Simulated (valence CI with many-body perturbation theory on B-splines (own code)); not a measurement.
Results of a calculation; reference values are marked as such.
**Pd XXVI: what each term of the Hamiltonian does**

Level of theory: configuration interaction combined with many-body perturbation theory (CI+MBPT): three valence electrons over a frozen Dirac-Fock core [Ar], a basis of 9 s, 9 p, 10 d, 8 f, 5 g, 3 h, 1 i functions for each j, with the one-electron correlation potential Σ1 (screened to all orders), the two-electron term Σ2, the three-electron term Σ3, Breit, model QED; selected single and double excitations, second order for the rest (own B-spline code, finite nucleus).

No measured spectrum was set against this ion. As an estimate, terms of the open shell hold to 2 to 4 % of their energy, and close levels can change places. Only levels of the ground parity were solved; by the run's estimate the other parity begins above the list, which can be wrong where configurations are misplaced.

Each rung adds one term. CI alone is the Dirac-Coulomb CI over the frozen core; QED comes last and gives the full result, which names the levels. Energies are above 3d³ ⁴F_3/2 on the same rung, in eV.

Names give the largest LS component (configuration and term), which can be under half, so a name can repeat, a term be missing and a line seem to break the LS rules; names also repeat where a configuration has a term twice. Letters in brackets count levels of one name in rising energy.

| Level | CI alone | Σ1 | Σ2 | Σ3 | Breit | QED | Full |
| --- | --- | --- | --- | --- | --- | --- | --- |
| 3d³ ⁴F_5/2 | 3.954 | +0.0497 | +0.1070 | +0.0174 | -0.2412 | +0.0164 | 3.903 |
| 3d³ ⁴F_7/2 | 7.138 | +0.0745 | +0.1130 | +0.0125 | -0.4592 | +0.0236 | 6.902 |
| 3d³ ⁴F_9/2 | 9.226 | +0.0759 | +0.0796 | -0.0169 | -0.5776 | +0.0232 | 8.810 |
| 3d³ ⁴P_3/2 | 9.667 | +0.0412 | -0.4371 | +0.0861 | -0.1243 | +0.0106 | 9.244 |
| 3d³ ⁴P_1/2 | 11.239 | +0.0562 | -0.4967 | +0.0958 | -0.2142 | +0.0151 | 10.696 |
| 3d³ ²G_7/2 | 14.573 | +0.0987 | -0.0030 | -0.0757 | -0.4873 | +0.0290 | 14.134 |
| 3d³ ²H_9/2 | 15.186 | +0.1067 | +0.0815 | +0.0081 | -0.6343 | +0.0315 | 14.780 |
| 3d³ ⁴P_5/2 | 16.097 | +0.1017 | -0.4104 | +0.0114 | -0.4046 | +0.0293 | 15.424 |
| 3d³ ²D_3/2 [a] | 17.978 | +0.1167 | -0.3261 | -0.0575 | -0.3905 | +0.0337 | 17.354 |
| 3d³ ²P_1/2 | 19.032 | +0.1222 | -0.4547 | +0.1953 | -0.4508 | +0.0351 | 18.479 |
| 3d³ ²H_11/2 | 20.408 | +0.1236 | +0.0555 | +0.0156 | -0.8223 | +0.0359 | 19.816 |
| 3d³ ²D_5/2 [a] | 22.224 | +0.1381 | -0.4013 | -0.1595 | -0.5704 | +0.0390 | 21.270 |
| 3d³ ²G_9/2 | 23.349 | +0.1762 | +0.1011 | -0.0505 | -0.8405 | +0.0526 | 22.788 |
| 3d³ ²F_5/2 | 26.072 | +0.1114 | -0.7456 | +0.0646 | -0.3278 | +0.0274 | 25.202 |
| 3d³ ²P_3/2 | 25.929 | +0.1806 | -0.3293 | +0.1090 | -0.6599 | +0.0532 | 25.283 |
| 3d³ ²F_7/2 | 26.538 | +0.1285 | -0.6762 | +0.0708 | -0.5929 | +0.0334 | 25.502 |
| 3d³ ²D_3/2 [b] | 38.693 | +0.1625 | -0.9718 | -0.0075 | -0.4289 | +0.0391 | 37.486 |
| 3d³ ²D_5/2 [b] | 39.008 | +0.1812 | -0.7485 | +0.0031 | -0.5594 | +0.0464 | 37.930 |

The middle columns are the shifts that each term adds.

Problem. How does the ionisation energy move along the ladder, and which term matters most?

Solution. CI alone 1283.5, + Σ1 1286.1, + Σ2 1291.2, + Σ3 1291.2, + Breit 1290.7, + QED 1290.7 eV. The largest step is Σ2, 5.0 eV. NIST lists 1290 ± 4 eV (theoretical).
